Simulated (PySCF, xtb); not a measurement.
NO₂, SMILES O=N[O-], charge -1.

Harmonic wavenumbers (cm⁻¹) from GFN2-xTB (xtb) at its own minimum, in rising order: 701, 1357, 1366.

What does PBE-D3(BJ)/def2-TZVPD (PySCF) give at its own minimum? (Estimate from the structure and the level; the computed values follow.)

764, 1216, 1267. Paired by order, the mean absolute difference is 101 cm⁻¹ and the zero-point energies are 4.9 and 4.6 kcal/mol.
